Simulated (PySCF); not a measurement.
Ti (titanium, neutral) across methods

[Ar] 3d4, high-spin 5D determinant (an excited configuration). Calculation: PySCF 2.14, in def2-TZVPPD (6s6p4d2f1g, 67 functions); the non-relativistic Hamiltonian (point nucleus).

| method | E (hartree) | mean ε 3p α (eV) | mean ε 3p β (eV) | mean ε 3d α (eV) | Σ⟨r²⟩ (bohr²) | ⟨S²⟩ |
| --- | --- | --- | --- | --- | --- | --- |
| PBEsol | -848.073 | -33.899 | -31.491 | -1.118 | 40.38 | 6.000 |
| PBE0 | -849.049 | -36.911 | -33.661 | -1.956 | 39.04 | 6.000 |
| UHF | -848.23764 | -45.349 | -39.356 | -4.438 | 36.91 | 6.002 |
| PBE | -849.027 | -33.992 | -31.560 | -1.125 | 40.57 | 6.000 |
| B3LYP | -849.263 | -36.288 | -33.334 | -1.773 | 39.44 | 6.000 |
| LDA | -847.208 | -33.957 | -31.634 | -1.251 | 40.33 | 6.000 |
| BHandHLYP | -849.214 | -39.671 | -35.677 | -2.681 | 37.89 | 6.000 |
| r2SCAN | -849.213 | -35.116 | -32.050 | -1.071 | 39.96 | 6.001 |
| r2SCAN0 | -849.192 | -37.680 | -33.990 | -1.970 | 38.66 | 6.001 |
